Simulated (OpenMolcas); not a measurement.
# Tm2+ in a ligand field

Tm2+ with 8 ligands (fluoride) in cubic eightfold coordination (Oh) at 2.47 Å. A charge of +0.75 e stands 2.8 Å behind each ligand. Ligand basis ANO-RCC-VDZP.

```
Program             : OpenMolcas
Method              : CASSCF
Basis               : ANO-RCC-VDZP [7s6p4d2f1g]
Scalar Hamiltonian  : DKH2, point nucleus
Active space        : 13 electrons in 7 orbitals (4f)
State averaging     : 2S+1 = 2 odd, 7 roots
Spin-orbit coupling : RASSI with atomic mean-field integrals over the reference wave functions
```

The lowest spin-free states (labels of O, the rotations of Oh), above the lowest:

```json
{"State": "2A2", "Degeneracy": "1", "E (cm-1)": "0.0"}
{"State": "2T2", "Degeneracy": "3", "E (cm-1)": "411.0"}
{"State": "2T1", "Degeneracy": "3", "E (cm-1)": "443.8"}
```

The lowest levels with spin-orbit coupling:

```csv
E (cm-1),Degeneracy,Label,2S+1,g
0.0,2,Γ7,2,3.45 3.45 3.45
261.2,4,Γ8,2,
285.3,2,Γ6,2,2.66 2.66 2.66
8905,2,Γ7,2,1.45 1.45 1.45
9086,4,Γ8,2,
```

Powder χT (cm3 K/mol): 1.13 at 2 K, 1.2 at 10 K, 1.51 at 50 K, 1.88 at 100 K, 2.32 at 200 K, 2.46 at 300 K. The effective moment at 300 K is 2.828 √(χT) = 4.43 μB.

Hund's rules give f13 the level 2F7/2 with g = 1.143, so an isolated free-ion multiplet has χT = g² J(J+1) / 8 = 2.571 cm3 K/mol. The computed 2.456 at 300 K differs by -4 %, through the field's splitting, the mixing of terms and any other multiplet in reach.

Stevens parameters of the J = 7/2 multiplet, which is 285 cm-1 wide (cm-1, z along the main axis): B40 = 1.591e-01, B44 = 7.953e-01, B60 = 1.993e-03, B64 = -4.186e-02.

Metal share of the active 4f orbitals (Löwdin): 100, 100, 100, 100, 100, 100, 100 %; Mulliken charge of the metal 1.92.

Without dynamic correlation the ligand-field splitting of an f shell can come out too small, at times by half. No measured value stands beside these numbers; the geometry is a model, was not optimised and need not be the one that this ion takes.
